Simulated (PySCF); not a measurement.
Compound: C4H4BFSe.
Z-matrix (Å and degrees, PBE0-D3(BJ)/def2-SVP geometry), rows numbered from 1:
```
F 
B   1  1.3289
C   2  1.5419  1  119.67
C   3  1.4383  2  124.54  1  -179.68
C   4  1.3630  3  115.43  2   179.65
Se  5  1.8583  4  111.40  3     0.13
C   3  1.3799  2  122.58  1     0.04
H   2  1.2120  1  117.27  3  -179.91
H   4  1.0926  3  122.29  2    -0.26
H   5  1.0896  4  127.73  3  -179.91
H   7  1.0905  3  126.27  2     0.26
```

Method: PBE0-D3(BJ)/def2-SVP geometry optimisation, gas phase (PySCF).

Take the most abundant isotopes and a rigid rotor. The values belong to one conformer with, in the numbering `[F:1][BH:2][c:3]1[cH:4][cH:5][se:6][cH:7]1`, F1–B2–C3–C4 180°.

What are A, B and C (MHz)?

Ia = 105.77, Ib = 498.43, Ic = 604.21 u·Å²; 505379 MHz·u·Å²/I gives A = 4778, B = 1014, C = 836.4 MHz.

Classify the top.

A near-prolate asymmetric top: κ = (2 × 1014 − 4778 − 836.4)/(4778 − 836.4) = -0.91.

What does the inertial defect say?

Planar: Δ = Ic − Ia − Ib = 0.00 u·Å². For a rigid frame Δ = −2 Σ m c², so it vanishes when all atoms lie in the ab plane; here none is more than 0.01 Å from it.

Give the coordinates in the principal-axis frame, origin at the centre of mass.

The sense of each axis is arbitrary; atoms in the order of the calculation.
```csv
atom,mass (u),a (Å),b (Å),c (Å)
F1,18.998,-3.371,0.750,-0.003
B2,11.009,-2.733,-0.416,0.001
C3,12.000,-1.192,-0.442,0.004
C4,12.000,-0.396,-1.641,0.001
C5,12.000,0.953,-1.448,-0.003
Se6,79.917,1.380,0.360,0.000
C7,12.000,-0.429,0.707,0.004
H8,1.008,-3.412,-1.420,0.000
H9,1.008,-0.844,-2.638,0.001
H10,1.008,1.735,-2.207,-0.007
H11,1.008,-0.804,1.731,0.005
```

Predict some low-J microwave lines.

The dipole components are |μa| = 1.69 D, |μb| = 0.50 D, |μc| = 0.00 D; the mirror of this Cs structure is the ab plane, so μc vanishes by symmetry and there are no c-type lines. Intensities carry the squares of the components, which stand as 1.00 : 0.09 (a : b). Some of the stronger lines:

```
type  branch         J(Ka,Kc)    MHz  lower level (cm⁻¹)
   a       Q  2(1,1) ← 2(1,2)    532               0.305
   a       R  1(0,1) ← 0(0,0)   1850               0.000
   a       R  2(1,2) ← 1(1,1)   3523               0.187
   a       R  2(0,2) ← 1(0,1)   3695               0.062
   a       R  2(1,1) ← 1(1,0)   3878               0.193
   b       Q  1(1,0) ← 1(0,1)   3941               0.062
   b       Q  2(1,1) ← 2(0,2)   4125               0.185
   b       R  1(1,1) ← 0(0,0)   5614               0.000
   b       Q  2(2,1) ← 2(1,2)  11824               0.305
   b       R  2(2,0) ← 1(1,1)  15354               0.187
```

Estimate the classical rotational partition function at 10 K, 50 K and 100 K.

Point group Cs, symmetry number σ = 1; q = (√π/σ)·√((kT/h)³/(ABC)), k/h = 20836.6 MHz/K: 2650 at 10 K, 29600 at 50 K, 83700 at 100 K.

Whether it is a minimum is left open (no frequencies). Zero-point vibration and centrifugal distortion are left out. Quadrupole hyperfine structure (11B) is left out.
